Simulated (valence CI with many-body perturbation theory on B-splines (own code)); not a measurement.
Basis-set convergence for Tl⁷⁴⁺

Computed by valence CI with perturbative core correlation (CI+MBPT): five valence electrons over a frozen Dirac-Fock core [He], a basis of 9 s, 9 p, 8 d, 6 f, 3 g, 1 h functions for each j, with the one-electron correlation potential Σ1, the two-electron term Σ2, the three-electron term Σ3, Breit, model QED; selected CI, second order for the rest (own B-spline code, finite nucleus).

The last digits are not significant, and no measured levels were compared; by estimate large intervals hold to a few tenths of a per cent, small ones and those within an open d or f shell to about a per cent. Among the levels kept, up to 3500 cm⁻¹ of a level comes from second order outside the variational space, and about a tenth of that is noise between levels of different J, which matters for small intervals.

The reference run has the lowest level (2s^2 2p1/2^2 2p3/2) J=3/2 and an ionisation energy of 20214.9 eV. Its largest variational space holds 20000 state functions.

Levels are named by their leading jj configuration (3d3/2^4 stands for four electrons in 3d with j = 3/2), which in mixed levels can hold well under half, so a name can repeat and another be missing. Letters in brackets count levels of one name in rising energy.

Changed runs:
A. basis 6 s, 6 p, 5 d, 3 f, 1 g
B. basis 5 s, 5 p, 4 d, 2 f

Excitation energies of the reference run in eV, and shifts in cm⁻¹:

```csv
Level,Reference,A,B
(2s^2 2p1/2 2p3/2^2) J=3/2,2125.4,+174,-158
(2s^2 2p1/2 2p3/2^2) J=5/2,2148.3,+383,+348
(2s^2 2p1/2 2p3/2^2) J=1/2,2210.0,+182,+219
(2s 2p1/2^2 2p3/2^2) J=5/2,2526.9,-0.7,-512
(2s 2p1/2^2 2p3/2^2) J=1/2,2647.8,-120,-352
(2s 2p1/2^2 2p3/2^2) J=3/2,2649.0,+82,-40
(2s^2 2p3/2^3) J=3/2,4341.1,+342,+107
(2s 2p1/2 2p3/2^3) J=3/2 [a],4684.5,-13,-713
(2s 2p1/2 2p3/2^3) J=5/2,4727.4,+324,-57
(2s 2p1/2 2p3/2^3) J=1/2,4804.9,+191,-154
(2s 2p1/2 2p3/2^3) J=3/2 [b],4811.6,+309,+155
(2p1/2^2 2p3/2^3) J=3/2,5254.5,-174,-626
Ionisation energy (eV),20214.9,+0.0036,-0.092
```
